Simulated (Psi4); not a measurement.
C2H2Cl, doublet (typed; the unrestricted solution is spin-contaminated), geometry from GFN2-xTB; MP2/cc-pVDZ in Psi4.

Psi4 was given this input:
```
memory 2 GB

molecule {
0 2
C     0.10210539    0.67520826    0.00485216
C     1.34731481    1.04507097    0.01187153
Cl   -0.73486159   -0.75123729   -0.00767688
H     2.19266263    0.35806744    0.01041576
H     1.60346329    2.09129104    0.01974902
}

set {
  basis cc-pvdz
  reference uhf
  freeze_core true
  mp2_type conv
  scf_type pk
  puream true
  d_convergence 1e-8
}

energy('mp2')
print_variables()
```

### Question
Write the output that Psi4 gives for this input, abridged.

### Answer

```
   => Loading Basis Set <=

    Name: CC-PVDZ
    Role: ORBITAL
    Keyword: BASIS

         ---------------------------------------------------------
                                   SCF
               by Justin Turney, Rob Parrish, Andy Simmonett
                          and Daniel G. A. Smith
                              UHF Reference
         ---------------------------------------------------------

  ==> Geometry <==

    Molecular point group: c1
    Full point group: C1

    Geometry (in Angstrom), charge = 0, multiplicity = 2:

       Center              X                  Y                   Z               Mass
    ------------   -----------------  -----------------  -----------------  -----------------
         C            0.175540334175     0.726992408955     0.005464882638    12.000000000000
         C            1.420749754175     1.096855118955     0.012484252638    12.000000000000
         CL          -0.661426645825    -0.699453141045    -0.007064157362    34.968852682000
         H            2.266097574175     0.409851588955     0.011028482638     1.007825032230
         H            1.676898234175     2.143075188955     0.020361742638     1.007825032230

  Running in c1 symmetry.

  Rotational constants: A =      3.97372  B =      0.19523  C =      0.18609 [cm^-1]
  Rotational constants: A = 119129.06996  B =   5852.85858  C =   5578.77132 [MHz]
  Nuclear repulsion =   81.437423780800913

  Charge       = 0
  Multiplicity = 2
  Electrons    = 31
  Nalpha       = 16
  Nbeta        = 15

  ==> Algorithm <==

  SCF Algorithm Type is PK.
  DIIS enabled.
  MOM disabled.
  Fractional occupation disabled.
  Guess Type is SAD.
  Energy threshold   = 1.00e-08
  Density threshold  = 1.00e-08
  Integral threshold = 1.00e-12

  ==> Primary Basis <==

  Basis Set: CC-PVDZ
    Blend: CC-PVDZ
    Number of shells: 26
    Number of basis functions: 56
    Number of Cartesian functions: 59
    Spherical Harmonics?: true
    Max angular momentum: 2

  ==> Integral Setup <==

  Using in-core PK algorithm.
   Calculation information:
      Number of atoms:                   5
      Number of AO shells:              26
      Number of primitives:            104
      Number of atomic orbitals:        59
      Number of basis functions:        56

      Integral cutoff                 1.00e-12
      Number of threads:                 1

  Performing in-core PK
  Using 2548812 doubles for integral storage.
  We computed 61479 shell quartets total.
  Whereas there are 61776 unique shell quartets.

  ==> DiskJK: Disk-Based J/K Matrices <==

    J tasked:                  Yes
    K tasked:                  Yes
    wK tasked:                  No
    Schwarz Cutoff:          1E-12

  Minimum eigenvalue in the overlap matrix is 3.6148078392E-03.
  Reciprocal condition number of the overlap matrix is 8.2068693114E-04.
    Using symmetric orthogonalization.

  ==> Pre-Iterations <==

  SCF Guess: Superposition of Atomic Densities via on-the-fly atomic UHF (no occupation information).

   -------------------------
    Irrep   Nso     Nmo
   -------------------------
     A         56      56
   -------------------------
    Total      56      56
   -------------------------

  ==> Iterations <==

                        Total Energy        Delta E     RMS |[F,P]|

   @UHF iter SAD:  -535.82778565340038   -5.35828e+02   0.00000e+00
   @UHF iter   1:  -536.23713144985447   -4.09346e-01   5.59267e-03 ADIIS/DIIS
   @UHF iter   2:  -536.29650422891837   -5.93728e-02   2.87081e-03 ADIIS/DIIS
   @UHF iter   3:  -536.31176237144007   -1.52581e-02   7.86035e-04 ADIIS/DIIS
   @UHF iter   4:  -536.31519421937401   -3.43185e-03   3.68691e-04 ADIIS/DIIS
   @UHF iter   5:  -536.31598078805018   -7.86569e-04   2.49029e-04 ADIIS/DIIS
   @UHF iter   6:  -536.31662314726645   -6.42359e-04   2.11092e-04 ADIIS/DIIS
   @UHF iter   7:  -536.31735398080673   -7.30834e-04   1.87074e-04 ADIIS/DIIS
[...]
  @UHF Final Energy:  -536.31934429875218
    Total Energy =                       -536.3193442987521848
  DIE_IF_NOT_CONVERGED          => (empty)
[...]
  ORTH_TYPE                     => (empty)
  OS_SCALE                      => (empty)
  PARENT_SYMMETRY               => (empty)
  PCG_BETA_TYPE                 => (empty)
  PCG_CONVERGENCE               => (empty)
  PCG_MAXITER                   => (empty)
  PCM                           => (empty)
  PE                            => (empty)
  PRINT                         => (empty)
  PRINT_NOONS                   => (empty)
  PROPERTIES                    => (empty)
  PROPERTIES_ORIGIN             => (empty)
  PUREAM                        => TRUE            !
  QC_MODULE                     => (empty)
  RAS1                          => (empty)
  RAS2                          => (empty)
  RAS3                          => (empty)
  RAS4                          => (empty)
  RELATIVISTIC                  => (empty)
  RELAXED                       => (empty)
  REMP_A                        => (empty)
  RESTRICTED_DOCC               => (empty)
  RESTRICTED_UOCC               => (empty)
  RMS_MOGRAD_CONVERGENCE        => (empty)
  R_CONVERGENCE                 => (empty)
  SCF_TYPE                      => PK              !
  SCREENING                     => (empty)
  SCS_TYPE                      => (empty)
  SOCC                          => (empty)
  SOS_TYPE                      => (empty)
  SPIN_SCALE_TYPE               => NONE            !
  SS_SCALE                      => (empty)
  SYMMETRIZE                    => (empty)
  TPDM_ABCD_TYPE                => (empty)
  WFN                           => (empty)
  WFN_TYPE                      => OMP2            !
  WRITER_FILE_LABEL             => (empty)
  ZORA_BASIS_TOLERANCE          => (empty)
  ZORA_NR_DEBUG                 => (empty)
  ZORA_PRUNING_SCHEME           => (empty)
  ZORA_RADIAL_POINTS            => (empty)
  ZORA_SPHERICAL_POINTS         => (empty)

 ==============================================================================
 ==============================================================================
 ==============================================================================

                             MP2
                    Program Written by Ugur Bozkaya,
              Additional Contributions by J. P. Misiewicz

 ==============================================================================
 ==============================================================================
 ==============================================================================

	MO spaces per irreps...

	IRREP   FC   AOCC  BOCC  AVIR    BVIR  FV
	==========================================
	   A     7     9     8    40     41     0
	==========================================

	Computing MP2 energy using SCF MOs (Canonical MP2)...
	==============================================================================
	Nuclear Repulsion Energy (a.u.)    :    81.43742378080091
	SCF Energy (a.u.)                  :  -536.31934429875218
	REF Energy (a.u.)                  :  -536.31934429875218
	Alpha-Alpha Contribution (a.u.)    :    -0.05044811059125
	Alpha-Beta Contribution (a.u.)     :    -0.26694353685626
	Beta-Beta Contribution (a.u.)      :    -0.04440396096533
	Scaled_SS Correlation Energy (a.u.):    -0.03161735718553
	Scaled_OS Correlation Energy (a.u.):    -0.32033224422752
	SCS-MP2 Total Energy (a.u.)        :  -536.67129390016521
	SOS-MP2 Total Energy (a.u.)        :  -536.66637089666528
	SCSN-MP2 Total Energy (a.u.)       :  -536.48628394469176
	SCS-MP2-VDW Total Energy (a.u.)    :  -536.70845806170655
	SOS-PI-MP2 Total Energy (a.u.)     :  -536.69306525035097
	MP2 Correlation Energy (a.u.)      :    -0.36179560841284
	MP2 Total Energy (a.u.)            :  -536.68113990716506
	==============================================================================

  Variable Map:
  ----------------------------------------------------------------------------
[...]
  Array Variable Map:
  ----------------------------------------------------------------------------
[...]
[...]
```
